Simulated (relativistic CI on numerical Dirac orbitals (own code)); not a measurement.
**One change at a time: Pd2+**

Base calculation: Dirac-Coulomb-Breit CI, separate exchange-only KLI orbitals for each configuration, model QED (radiative potential, 1s self-energy scaled to tabulated hydrogen-like ionisation energies), valence Slater integrals scaled by 0.85, P86 correlation energy added to each configuration.

Configurations in the expansion (outside the closed core [Kr]): 4d8, 4d7 5s, 4d7 5p, 4d7 4f, 4d7 5d, 4d7 6s, 4d7 6p, 4d6 5s 5p, 4d7 7s, 4d7 6d, 4d7 7p, 4d7 5f, 4d7 5g, 4d7 7d, 4d7 6f, 4d6 4f 5s, 4d6 5s2, 4d5 5s2 5p, 4d5 4f 5s2, 4d5 5s2 5d, 4d5 5s2 6s, 4d5 5s2 6p, 4d6 5s 6s, 4d5 5s 5p 6s, 4d5 4f 5s 6s, 4d5 5s 5d 6s, 4d5 5s 6s2, 4d5 5s 6s 6p. Double excitations out of closed p, d and f shells are left out; levels of such configurations are missing from the list, as are those of other unlisted configurations, and high levels can miss mixing partners.

The lowest level and the first level of each name with at least 55 % of one term (blank where a level has no safe partner in the second run):

| Level | Base (cm⁻¹) | Shift (cm⁻¹) |
| --- | --- | --- |
| 4d8 3F_4 | 0.0 | 0.0 |
| 4d8 3F_3 | 3021.9 | -2.0 |
| 4d8 3F_2 | 4527.5 | +124.5 |
| 4d8 3P_1 | 14478.4 | +1936.9 |
| 4d8 3P_0 | 14729.4 | +2012.7 |
| 4d8 1G_4 | 18352.6 | +2727.5 |
| 4d8 1S_0 | 42745.9 | +6905.5 |
| 4d7 5s 5F_5 | 55669.0 | -2119.1 |
| 4d7 5s 5F_4 | 57761.9 | -2117.8 |
| 4d7 5s 5F_3 | 59340.8 | -2115.0 |
| 4d7 5s 5F_2 | 60407.4 | -2091.0 |
| 4d7 5s 5F_1 | 61070.8 | -2068.8 |
| 4d7 5s 3F_4 | 66279.3 | -271.5 |
| 4d7 5s 3F_3 | 68958.5 | -241.6 |

Correlation outside the listed configurations is missing or only estimated: errors of thousands of cm⁻¹ between configurations and terms are usual at this charge. Rates and lifetimes follow the computed energies and can be off by large factors. The fine structure of a lone outer electron comes out too small, for d and f at times inverted, and misplaced configurations move strength between like terms. 54 of the 69 excited levels that our extract of the measured tables holds in this range could be paired (the sources list more); they are missed by 2377 cm⁻¹ on average and 4905 at most, and levels without a partner can miss by more. Some levels of the ground configuration have no partner and can miss by 10 % or more.

One thing was changed in a second run, which moved the levels as shown. Which?
A. Breit term removed
B. configuration mixing switched off
C. QED terms removed
D. valence Slater integrals scaled by 0.75
E. only the first 3 configurations
F. Slater integrals left unscaled

F. Slater integrals left unscaled. Scaling acts on the splittings between terms and on the mixing, and leaves the fine structure of pure LS terms nearly alone; in jj coupling it moves the levels of one term differently.

LS names give the leading component of a level, which can be under half, so a name can repeat, a term be missing and a line seem to break the LS rules.
